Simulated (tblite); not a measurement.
`FC(F)OC([SiH3])([SiH3])[SiH3]`. Computed geometry: GFN2-xTB, gas phase.

```
atom  x, y, z in Å
F1     2.7140   -0.7655    0.0784
C2     1.6674   -0.8816    0.9560
F3     2.2447   -1.0175    2.1649
O4     0.8948    0.1961    0.9577
C5    -0.2131    0.2357   -0.0230
Si6    0.4421   -0.0986   -1.7943
Si7   -1.5712   -0.9844    0.5593
Si8   -0.7413    2.0717    0.2033
H9     1.1599   -1.8307    0.7085
H10    1.5715    0.7767   -2.0847
H11    0.8438   -1.5028   -1.9194
H12   -0.6851    0.1543   -2.6903
H13   -1.7469   -0.8273    2.0011
H14   -2.7873   -0.6775   -0.1871
H15   -1.1948   -2.3773    0.2806
H16    0.3923    2.9257   -0.1433
H17   -1.1189    2.2775    1.6000
H18   -1.8804    2.3318   -0.6793
```

Task: Which two atoms are farthest apart?

Result: F3···H18, 6.03 Å; the next longest distance is 5.79 Å.

Task: Work out the bond lengths C2–H9, O4–C5, Si6–H10, Si7–H15 in pm.

Result: For C2–H9 the difference vector is (-0.5075, -0.9491, -0.2475) Å, of length 1.1044 Å. C2–H9 110.4; O4–C5 148.0; Si6–H10 145.8; Si7–H15 146.9 pm.

Task: Give the dihedral angles O4–C5–Si6–H10, Si6–C5–Si7–H13, C2–O4–C5–Si8.

Result: O4–C5–Si6–H10 -51° (synclinal); Si6–C5–Si7–H13 167° (antiperiplanar); C2–O4–C5–Si8 -170° (antiperiplanar). Dihedral signs follow IUPAC: positive where, seen along the central bond, the front bond turns clockwise onto the rear one.

Task: Where is the centre of mass (commonest isotopes), and what is the radius of gyration?

Result: Mass 172.001 u; centre at (0.396, -0.056, 0.216) Å; Rg = √(Σ m r²/M) = 2.181 Å. As Ia + Ib + Ic = 2 Σ m r², the three principal moments sum to 1636.6 u·Å².

Task: What is the repulsion energy of the bare nuclei, Σ ZA·ZB/RAB?

Result: 680.61 Eh over 153 pairs, with full nuclear charges and distances in bohr; the largest single term is 32.63 Eh (Si6 with Si8).

Task: What are the angles F1–C2–F3, O4–C5–Si6, C5–Si7–H13, C5–Si8–H18?

Result: From the scalar product of the two bond vectors; for F1–C2–F3 it is -0.4725 Å² over 1.3708 × 1.3465 Å², cos θ = -0.2560. F1–C2–F3 104.8°; O4–C5–Si6 110.6°; C5–Si7–H13 108.5°; C5–Si8–H18 108.2°.

Task: How far apart are these pairs, which share no bond: F1···H9, C2···H15, F3···H11, C5···H11, C5···H15?

Result: F1···H9 1.987 Å (2 bonds apart); C2···H15 3.299 Å (4 bonds apart); F3···H11 4.345 Å (5 bonds apart); C5···H11 2.781 Å (2 bonds apart); C5···H15 2.808 Å (2 bonds apart).

Task: Write the matrix of distances between heavy atoms (Å, lower triangle).

Result: 
```
F1    0.000
C2    1.371  0.000
F3    2.153  1.347  0.000
O4    2.238  1.326  2.180  0.000
C5    3.095  2.396  3.521  1.480  0.000
Si6   3.019  3.111  4.446  2.805  1.918  0.000
Si7   4.318  3.264  4.140  2.763  1.916  3.221  0.000
Si8   4.473  3.885  4.723  2.601  1.924  3.178  3.187  0.000
```

Its GFN2-xTB frequencies are all real (lowest 43 cm⁻¹). One conformer, not necessarily the lowest.
